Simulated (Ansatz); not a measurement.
Calculated with Ansatz (gas phase, PBE0-D4/def2-TZVP geometries, no zero-point term in ΔE). CCSD(T)/CBS adds triple-zeta CCSD(T) − MP2 to the extrapolated MP2 energy (def2 sets, frozen cores). This one scheme is used for every species. Functionals use def2-TZVPP. HSE06 is defined as in plane-wave codes. Each species was taken in one conformer, which may not be the lowest.

Reaction (redistribution): `[CH3][Al]([OH])[O][SiH3]` + `C[SiH](O)O` → `O[SiH](O)[SiH3]` + `C[O][Al]([CH3])[OH]`

```csv
species,HSE06-D4 energy (Eh)
`[CH3][Al]([OH])[O][SiH3]`,-724.49017
`C[SiH](O)O`,-481.52244
`O[SiH](O)[SiH3]`,-732.79776
`C[O][Al]([CH3])[OH]`,-473.13318
```

**Question.** Work out ΔE.

**Answer.** ΔE = (-732.79776) + (-473.13318) − (-724.49017) − (-481.52244) = 0.08167 Eh = +214.4 kJ/mol. CCSD(T)/CBS gives +235.4 kJ/mol.

Largest T1 diagnostic among the species: 0.013.

From PBE to PBE0 (25 % exact exchange), in def2-TZVPP and without D4, ΔE moves by +12.7 kJ/mol. Leaving LDA and LC-ωPBE aside and taking each functional with its dispersion term where it has one, the values, not all of them listed here, spread over 36.4 kJ/mol, from revPBE-D4 to BHLYP-D4. LDA lies +4.2 kJ/mol from PBE without D4. At CCSD(T), def2-SVP lies −24.5 kJ/mol from the extrapolated value and def2-TZVPP −2.7 kJ/mol.
